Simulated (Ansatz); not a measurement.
Geometry optimisation, Ansatz 0.2.0, UKS PBE0/def2-SVP.

The input (input.yaml):

```yaml
crystal:
  periodic: [false, false, false]
  atoms:
    - { symbol: F, position_ang: [-0.91932, -0.70235, 0.97577] }
    - { symbol: C, position_ang: [-0.425, -0.21534, -0.1967] }
    - { symbol: Si, position_ang: [1.06159, 0.86953, -0.08995] }
    - { symbol: Cl, position_ang: [-1.71445, 0.07849, -1.30876] }
    - { symbol: H, position_ang: [0.45251, -0.79761, -0.47783] }
magnetization:
  spin_polarized: true
  initial_magnetization: 1
basis:
  gaussian: { orbitals: def2-SVP }
hamiltonian:
  xc: pbe0
relax:
  f_tol: 0.02
  max_steps: 50
```

Command:

```bash
$ ansatz run input.yaml --threads 2 --pin off --max-ram 3072MiB --backend cpu --events-out ev --progress --plain --runs-dir out
```

Task: Where does it end, and by what steps?

Result: It converged. After 12 steps the energy has fallen by 0.995 eV; H5 moved furthest, 0.63 Å. Joined: Si3–Cl4 (3.13 → 2.44 Å).

```json
{"step": "0", "energy less start (eV)": "0.0000", "largest force component (eV/Å)": "2.467", "accepted": "yes"}
{"step": "1", "energy less start (eV)": "-0.3534", "largest force component (eV/Å)": "0.944", "accepted": "yes"}
{"step": "2", "energy less start (eV)": "-0.4152", "largest force component (eV/Å)": "0.764", "accepted": "yes"}
{"step": "3", "energy less start (eV)": "-0.4810", "largest force component (eV/Å)": "0.598", "accepted": "yes"}
{"step": "4", "energy less start (eV)": "-0.5897", "largest force component (eV/Å)": "0.591", "accepted": "yes"}
{"step": "5", "energy less start (eV)": "-0.6910", "largest force component (eV/Å)": "1.061", "accepted": "yes"}
{"step": "6", "energy less start (eV)": "-0.8725", "largest force component (eV/Å)": "1.452", "accepted": "yes"}
{"step": "7", "energy less start (eV)": "-0.8998", "largest force component (eV/Å)": "0.920", "accepted": "yes"}
{"step": "8", "energy less start (eV)": "-0.9888", "largest force component (eV/Å)": "0.513", "accepted": "yes"}
{"step": "9", "energy less start (eV)": "-0.9944", "largest force component (eV/Å)": "0.162", "accepted": "yes"}
{"step": "10", "energy less start (eV)": "-0.9948", "largest force component (eV/Å)": "0.118", "accepted": "yes"}
{"step": "11", "energy less start (eV)": "-0.9943", "largest force component (eV/Å)": "0.142", "accepted": "no"}
{"step": "12", "energy less start (eV)": "-0.9952", "largest force component (eV/Å)": "0.008", "accepted": "yes"}
```

```xyz
5
Properties=species:S:1:pos:R:3
F -0.860 -0.753 1.047
C -0.183 -0.418 -0.053
Si 0.687 1.300 -0.221
Cl -1.328 0.433 -1.291
H 0.139 -1.330 -0.580
```

The run took 28 s on 2 threads of Intel(R) Xeon(R) Platinum 8488C (Sapphire Rapids) (shared host), peak memory 0.2 GiB.
